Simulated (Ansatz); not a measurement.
Energy needed to pull apart GeH₂ (SMILES [GeH2]), singlet, into free ground-state atoms, from the structure below (displaced at random from its PBE0-D4/def2-TZVP minimum); no zero-point or spin–orbit terms; open-shell atoms are treated unrestricted, in their ground-state multiplicity.

```csv
atom,x (Å),y (Å),z (Å)
Ge1,-0.5586,0.3442,-0.2461
H2,0.6587,0.8163,0.4719
H3,-0.2923,-1.0716,-0.2541
```

Ansatz 0.2.0; basis: def2-TZVPP; cores frozen in the correlated methods. Filled d shells of the heavier atoms are correlated. The def2 sets are not built for correlating such inner shells, so the correlated values are less sure here.

| method | atomization energy (eV) |
| --- | --- |
| PBE-D4 | 5.68 |
| r2SCAN-D4 | 5.78 |
| PBE0-D4 | 5.65 |
| wB97M-V | ? |
| HF | 3.96 |
| MP2 | ? |
| CCSD | 5.78 |
| CCSD(T) | 5.83 |

What does wB97M-V give? (An estimate is asked for; the value comes from the calculation.)

By the calculation: 5.87 eV, which is about 0.05 eV more than CCSD(T)/def2-TZVPP.

What does MP2 give? (Judge from chemistry; the value comes from the calculation.)

By the calculation: 5.55 eV, which is about 0.28 eV less than CCSD(T)/def2-TZVPP.

In triple zeta the MP2 and coupled-cluster atomization energies are still short of their basis limit by a few kcal/mol a bond, whereas those of the functionals are nearly converged, so these differences are not deviations from converged CCSD(T).

No T1 diagnostic of these runs exceeds 0.012. The restricted Hartree–Fock reference is unstable towards an unrestricted one here.

For scale, one of the runs: CCSD(T)/def2-TZVPP forces, 76 basis functions (an equivalent command: `ansatz run in.yaml --threads 2`). Hardware: 2 CPU threads, shared host. Wall time about 6.5 s.
